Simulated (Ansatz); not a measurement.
Total energies of In₇As₇H₂₀ from Ansatz at PBE-D4/def2-SVP, gas phase (1 Eh = 27.2114 eV = 2625.5 kJ/mol). The reference geometry is relaxed at PBE-D4/def2-SVP.

```xyz
34

In    4.015   -1.411    0.639
In   -2.788    3.306    1.214
In   -0.344   -0.936    2.249
In    1.730    2.225   -0.170
In    1.581   -1.234   -3.162
In   -1.515   -0.921   -2.167
In    0.481   -4.415   -0.405
As   -0.147    3.903    0.846
As    1.948    0.190    1.502
As    2.465   -2.715   -1.168
As   -2.118    1.096    2.675
As   -3.463    2.334   -1.145
As   -1.147   -2.254    0.086
As    0.409    0.956   -2.107
H     4.385   -2.514    1.929
H     5.062   -0.308   -0.211
H    -3.549    4.515    2.208
H    -0.283   -1.881    3.712
H     3.129    3.109   -0.701
H     2.195   -1.207   -4.783
H    -0.264   -1.977   -3.242
H    -2.986   -0.746   -3.056
H     0.886   -5.070    1.152
H    -0.154   -5.194   -1.824
H     0.438    4.479    2.136
H    -0.054    5.199    0.041
H     2.424    0.864    2.792
H     3.444   -3.594   -1.951
H    -1.865    1.518    4.125
H    -3.439    0.380    2.964
H    -3.186    0.916   -0.598
H    -4.943    2.233   -0.717
H    -2.559   -2.720    0.446
H     0.211    1.876   -3.311
```

```json
{"state": "charge 0 singlet", "geometry": "reference", "energy (Eh)": "-16990.04478"}
{"state": "charge 1 doublet", "geometry": "reference", "energy (Eh)": "-16989.77239"}
{"state": "charge 1 doublet", "geometry": "relaxed at PBE-D4/def2-SVP", "energy (Eh)": "-16989.79525"}
{"state": "charge -1 doublet", "geometry": "reference", "energy (Eh)": "-16990.08088"}
{"state": "free In atom (doublet)", "geometry": "–", "energy (Eh)": "-190.11196"}
{"state": "free As atom (quartet)", "geometry": "–", "energy (Eh)": "-2235.19489"}
{"state": "free H atom (doublet)", "geometry": "–", "energy (Eh)": "-0.49863"}
```

In the def2 sets In takes a core potential; there is no spin–orbit coupling. Single mean-field runs in def2-SVP are fitted with def2-universal-jkfit.

Q: Work out the vertical ionisation energy to the doublet.

A: E(charge 1 doublet) − E(charge 0 singlet) = -16989.77239 − (-16990.04478) = 0.27239 Eh = 7.41 eV. For comparison, −ε of the highest occupied level is 5.79 eV at this level, 1.62 eV less.

Q: Work out the vertical electron affinity, to the doublet.

A: E(charge 0 singlet) − E(charge -1 doublet) = -16990.04478 − (-16990.08088) = 0.03610 Eh = 0.98 eV. The basis lacks diffuse functions, which makes affinities too small.

Q: Give the fundamental gap IE − EA, the Mulliken electronegativity (IE + EA)/2 and the hardness (IE − EA)/2.

A: From the values in Eh: IE − EA = 0.27239 − 0.03610 = 0.23629 Eh = 6.43 eV; (IE + EA)/2 = 4.20 eV; (IE − EA)/2 = 3.21 eV. The HOMO–LUMO gap of the same run is 3.43 eV, 3.00 eV smaller than the fundamental gap.

Q: How much does the charge 1 doublet relax, and what is the adiabatic ionisation energy?

A: Relaxation: -16989.77239 − (-16989.79525) = 0.02286 Eh = 0.62 eV. Adiabatic ionisation energy: 0.24953 Eh = 6.79 eV, without zero-point energy. 

Q: What is the binding energy per atom against free atoms?

A: Atoms: 7 × (-190.11196) + 7 × (-2235.19489) + 20 × (-0.49863) = -16987.12055 Eh. Binding: -16987.12055 − (-16990.04478) = 2.92423 Eh = 79.57 eV, or 2.34 eV for each of 34 atoms (no zero-point energy, no counterpoise term).

At PBE-D4/def2-SVP the gap within one spin of the charge 1 doublet nearly closes, so an electron or hole may be smeared out by delocalisation error. At PBE-D4/def2-SVP the gap within one spin of the charge -1 doublet nearly closes, so an electron or hole may be smeared out by delocalisation error. At PBE-D4/def2-SVP the highest occupied level of the charge -1 doublet lies above zero (up to 0.48 eV). By energy differences its removal costs 0.98 eV (vertical, to the charge 0 singlet, at PBE-D4/def2-SVP); self-interaction error and the lack of diffuse functions both raise the level.
